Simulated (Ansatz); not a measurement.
`[CH3][Ge]([NH2])([F])[F]` and `[CH3][Ge]([CH3])([F])[F]` differ in one atom or group.

Ansatz, PBE0-D4/def2-TZVP geometries, multiplicity 1. Each molecule was computed in one conformer, which needn't be the lowest.

Scalar relativity is left out up to krypton.

```csv
property,`[CH3][Ge]([NH2])([F])[F]`
size of the dipole moment (B3LYP/def2-TZVPP) / D,3.02
HOMO–LUMO gap (ωB97M-V/def2-TZVPP) / eV,12.46
HOMO–LUMO gap (PBE/def2-TZVPP) / eV,6.02
"ideal-gas entropy at 298 K and 1 bar (rigid rotor, harmonic PBE0-D4/def2-TZVP) / J/(mol·K)",362
size of the dipole moment (ωB97M-V/def2-TZVPP) / D,3.00
LUMO energy (PBE0/def2-TZVPP) / eV,0.24
```

(1) Give the same properties after the change, and the shifts. (Best estimate.)

## Answers

(1) Computed: 
```
                                                                                  property  `[CH3][Ge]([CH3])([F])[F]`  shift
                                          size of the dipole moment (B3LYP/def2-TZVPP) / D                        3.42   0.40
                                                   HOMO–LUMO gap (ωB97M-V/def2-TZVPP) / eV                       13.31   0.85
                                                       HOMO–LUMO gap (PBE/def2-TZVPP) / eV                        7.31   1.29
ideal-gas entropy at 298 K and 1 bar (rigid rotor, harmonic PBE0-D4/def2-TZVP) / J/(mol·K)                         361     -1
                                        size of the dipole moment (ωB97M-V/def2-TZVPP) / D                        3.40   0.40
                                                        LUMO energy (PBE0/def2-TZVPP) / eV                        0.62   0.38
```

With PBE0 the HOMO falls by 0.74 eV and the LUMO rises by 0.38 eV, so the gap widens by about 1.12 eV. PBE moves the HOMO by -0.87 eV and ωB97M-V by -0.52 eV. The zero-point energy changes by 27.9 kJ/mol with +3 modes. Dipoles are sizes alone; their direction can turn.

B3LYP here is the variant with VWN-RPA as its local correlation; programs differ in this.
